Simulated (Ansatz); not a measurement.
Reaction: SiH4S2 (SMILES S[SiH2]S) → SiH3S2 (SMILES [SiH2]([S])S, doublet) + H (doublet) (the H-S bond breaks)
Each species at its own B3LYP-D3(BJ)/def2-TZVP minimum (Ansatz, an electronic-structure program), one conformer.

Wanted: bond dissociation energy (electronic), in kJ/mol. Open shells are spin-unrestricted; no spin-orbit coupling. CBS(X,Y): correlation extrapolated as X^-3, Hartree-Fock from the larger set. A bracket is a step between two methods taken in the basis named. Functionals run without relativity, which enters their misses. Double hybrids freeze cores in their MP2 part. 'core' is core correlation in cc-pwCVTZ (1s frozen past Ne), 'X2C' scalar relativity in cc-pVTZ-DK, both at CCSD(T). Where a partner has so few electrons that a lower coupled-cluster level is exact, that level stands in.

CCSD(T)/CBS(cc-pV(T+d)Z,cc-pV(Q+d)Z) + [CCSDT(Q) - CCSD(T)]/cc-pV(D+d)Z + core + X2C (Ansatz) gives 397.6 kJ/mol.

Question: What does PBE/def2-TZVPD (Ansatz) give here, and how do the other levels compare?

Answer: PBE gives 372.7 kJ/mol, 24.9 kJ/mol below it. Differences of the others: B3LYP/def2-TZVPD (Ansatz) -17.9; wB97M-V/def2-TZVPD (Ansatz) -2.5; B2PLYP/def2-TZVPD (Ansatz) -14.8; CCSD(T)/CBS(cc-pV(T+d)Z,cc-pV(Q+d)Z) + core + X2C (Ansatz) 0.6 kJ/mol. Nearer than PBE: B3LYP/def2-TZVPD, wB97M-V/def2-TZVPD, B2PLYP/def2-TZVPD, CCSD(T)/CBS(cc-pV(T+d)Z,cc-pV(Q+d)Z) + core + X2C.
